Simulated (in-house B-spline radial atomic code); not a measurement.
How numerical settings move a run on neutral strontium, [Kr] 5s2. Computed with a B-spline radial code for spherical atoms: non-relativistic r2SCAN, spin-polarised, spherical fractional occupations, point nucleus.

Command:
```bash
python run_scf.py task.json out
```
Settings of the sound reference run:
```
Z                38
electrons        38
configuration    [Kr] 5s2
hamiltonian      nr
method           r2scan
spin_polarised   True
knot_spacing     0.22
spline_order     8
gauss_points     12
box_radius       50
max_iterations   70
damping          0.5
damped_steps     3
diis_vectors     10
tolerance        1e-08
start            Thomas-Fermi
```

Cost of the run: 0.45 s on 1 thread of Arm Neoverse N1, with other jobs on the host.

It converges in 9 iterations to -3133.350201 hartree, with 5s up at -3.52987 eV. The other runs change the listed settings, some to values that make no sense; their results aren't properties of the atom or ion. Radii are in bohr (the nuclear one in fm), a minus after a letter asks for a j subshell, and «unchanged» means within 1e-8 hartree. The run stops when the residual is below 10 × tolerance × max(1, Z/10), or a noise floor if that is larger, and the energy moves by less than 1e-8 × √|E| hartree; so very loose and very tight tolerances often act alike.

```tsv
changed settings	outcome
spline_order = 10	converged in 9 iterations, energy +2.99e-05 hartree from the reference, 5s up level +7.5e-05 eV
spline_order = 7	converged in 9 iterations, energy +3.74e-05 hartree from the reference, 5s up level +1.1e-04 eV
knot_spacing = 2, box_radius = 2, max_iterations = 60, damped_steps = 0	converged in 7 iterations, energy +2.73e+01 hartree from the reference, 5s up level +2.0e+02 eV (the program warns: 5s up has a positive eigenvalue: unbound, held by the box; 4s up has a positive eigenvalue: unbound, held by the box)
gauss_points = 3, max_iterations = 50, start = bare nucleus	converged in 8 iterations, energy -5.98e+05 hartree from the reference, 5s up level -1.9e+01 eV
knot_spacing = 0.75, spline_order = 10, box_radius = 15, first_knot = 0.00263, max_iterations = 60	converged in 22 iterations, energy +1.76e+00 hartree from the reference, 5s up level +3.5e-03 eV (the program warns: 5s up reaches the box edge; 3s up reaches the box edge)
first_knot = 0.0789	converged in 9 iterations, energy +2.83e-03 hartree from the reference, 5s up level -4.0e-04 eV
spline_order = 5	converged in 9 iterations, energy +8.47e-05 hartree from the reference, 5s up level +3.9e-04 eV
spline_order = 4	converged in 9 iterations, energy +1.33e-03 hartree from the reference, 5s up level -5.9e-04 eV
max_iterations = 50, damping = 0.8, tolerance = 0.0001	converged in 7 iterations, energy unchanged, 5s up level +2.6e-06 eV
start = bare nucleus	converged in 9 iterations, energy unchanged
first_knot = 2.63e-06	converged in 6 iterations, energy -3.56e-06 hartree from the reference, 5s up level -5.8e-04 eV
spline_order = 3	converged in 9 iterations, energy +8.07e-02 hartree from the reference, 5s up level +9.5e-04 eV
knot_spacing = 2, spline_order = 6, box_radius = 3, max_iterations = 50, damping = 0	converged in 7 iterations, energy +3.97e+01 hartree from the reference, 5s up level +5.4e+01 eV (the program warns: 5s up has a positive eigenvalue: unbound, held by the box; 5s down has a positive eigenvalue: unbound, held by the box)
electrons = 46, configuration = [Kr] 5s2 7s2 7p6, max_iterations = 60	converged in 13 iterations to -3132.4259 hartree, a different physical problem (warning: 5s up has a positive eigenvalue: unbound, held by the box)
```

Q: What happens with electrons = 41, configuration = [Kr] 5s2 6s3, max_iterations = 75?

A: Stopped with error: shell 6s holds at most 1 electrons (per spin).

Q: What happens with hamiltonian = dirac, method = hf, spin_polarised = False, nucleus = fermi, rms_radius = 4.224, mass_number = 88, atomic_mass = 87.90561, speed_of_light = 34.20419?

A: Converged in 11 iterations to -4289.6904 hartree, a different physical problem.

Q: What happens with first_knot = 0.00789?

A: Converged in 9 iterations, energy +1.92e-05 hartree from the reference, 5s up level +2.1e-04 eV.

Q: What happens with first_knot = 0.000263?

A: Converged in 8 iterations, energy +2.94e-06 hartree from the reference, 5s up level -4.4e-04 eV.
